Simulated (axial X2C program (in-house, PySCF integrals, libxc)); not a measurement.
## Testing model relations on LiSc

A bond curve at the PBE0 level, with spin–orbit coupling, was computed with an in-house all-electron X2C program for linear molecules (integrals from PySCF) (basis Sc dyall-cv3z [10s11p7d5f2g], Li dyall-cv3z [7s8p2d] (cores contracted in-house)) for the state Ω = 1 (⟨Sz⟩ = -1.00, ⟨Lz⟩ = 2.00 at PBE0). Its fit gives Re = 3.1846 Å, ωe = 236.9 cm⁻¹, ωexe = 2.69 cm⁻¹ and αe = 3.626e-03 cm⁻¹; the masses are 44.9559 and 7.0160 u. Two-component means X2C with spin–orbit coupling and atomic mean-field Coulomb and Gaunt terms.

Question: Find the reduced mass, Be and the force constant.

Answer: From the PBE0 values: μ = 6.0689 u. Be = 16.8576/(μ Re²) = 0.2739 cm⁻¹. k = 5.8918×10⁻⁷ μ ωe² = 0.201 mdyn/Å.

Question: The dipole moment p changes by 0.78 D/Å at Re. What harmonic infrared intensity follows?

Answer: I = 42.256 × (dp/dR)²/μ = 4.2 km/mol.

Question: Estimate the centrifugal constant by the Kratzer relation.

Answer: D = 4Be³/ωe² = 1.46e-06 cm⁻¹.

Question: Where do the fundamental and the first overtone lie?

Answer: ν(1←0) = ωe − 2ωexe = 231.5 cm⁻¹; ν(2←0) = 2ωe − 6ωexe = 457.7 cm⁻¹.

Question: Estimate De from a Morse curve and compare with the computed well depth of 0.403 eV to Sc + Li.

Answer: De(Morse) = ωe²/(4ωexe) = 0.647 eV against 0.403 eV computed, a ratio of 1.61. The extrapolation overshoots: the well softens faster than a Morse curve, or the lowest atomic limit lies below the one to which the curve heads.

One determinant describes the state; a PBE0 search over occupations chose it and may have missed a lower one. De is counted from the lowest determinant-based energies of the atoms at the same level, without counterpoise correction. Density functionals use the spin component along the axis (collinear). A 2c atom that is not at its ground J level misses part of its spin–orbit lowering, and De is too large by that part (0.04 eV or less for light atoms). This holds for PBE0. The functionals have no current-density term, which raises determinants with orbital currents, atoms included. The atomic limit has a lower orbital projection than the molecule and lies lower at mean-field level, so De may be about a tenth of an eV too small. With several unpaired electrons one determinant need not be a pure state. The lowest spin-free determinant has another configuration (M_S = 1, Λ = 1), so the order of states is uncertain and this need not be the ground state.
